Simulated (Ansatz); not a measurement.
Computed with Ansatz on PBE0-D4/def2-TZVP structures; ΔE is electronic, products minus reactants. CCSD(T)/CBS adds triple-zeta CCSD(T) − MP2 to the extrapolated MP2 energy (def2 sets, frozen cores). This one scheme is used for every species. Functionals use def2-TZVPP. One conformer a species, not always the lowest.

Consider the ligand exchange at the Si–O bond: `O[SiH2]O` + `[SiH3]CS` → `O[SiH2]SC[SiH3]` + H₂O.

| level | ΔE (kcal/mol) |
| --- | --- |
| ωB97M-V | 12.2 |
| MP2/def2-QZVPP | 10.9 |

(1) What does CCSD(T)/CBS give? (Estimate.)

Largest T1 diagnostic among the species: 0.012.

## Answers

(1) Computed: +11.1 kcal/mol. The listed levels differ from it by 1.1, -0.2 kcal/mol.

In def2-TZVPP, CCSD(T) changes the Hartree–Fock value by −5.4 kcal/mol (the triples alone add −1.1 kcal/mol) and MP2 by −6.2 kcal/mol. The D4 term adds −3.1 kcal/mol with B3LYP and −1.8 kcal/mol with PBE0; it sums over pairs of atoms, weighted by their polarisabilities, and B3LYP, whose exchange is more repulsive, gets the larger term.

B3LYP here is the variant with VWN-RPA as its local correlation; programs differ in this.
